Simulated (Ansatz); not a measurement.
Mulliken charges of BBrFH$_{3}$OSi, SMILES `O[SiH2]B(F)Br` from r2SCAN/def2-TZVPP in Ansatz (PBE0-D4/def2-TZVP geometry).

```csv
atom,x (Å),y (Å),z (Å),charge (e)
O1,0.059,0.301,1.758,-0.419
Si2,0.621,-0.458,0.410,0.422
B3,-0.513,0.046,-1.197,0.279
F4,-0.435,-0.532,-2.372,-0.213
Br5,-1.779,1.497,-1.025,-0.100
H6,-0.468,1.089,1.615,0.205
H7,2.030,-0.077,0.106,-0.096
H8,0.577,-1.923,0.650,-0.078
```

Question: By hand: the dipole of these point charges (1 e Å = 4.8032 D).

Answer: Σ q r = (0.029, 0.038, -0.020) e Å, of length 0.052 e Å = 0.25 D.

Question: How does the dipole of the full density compare? (Best estimate.)

Answer: The calculation gave: (-0.027, 0.106, -0.052) e Å, 0.58 D; the point charges give 0.43 times that, at 47° from its direction.

Point charges leave out the atoms' own dipoles, such as those of lone pairs, and Mulliken's split depends on the basis, so the two needn't agree.
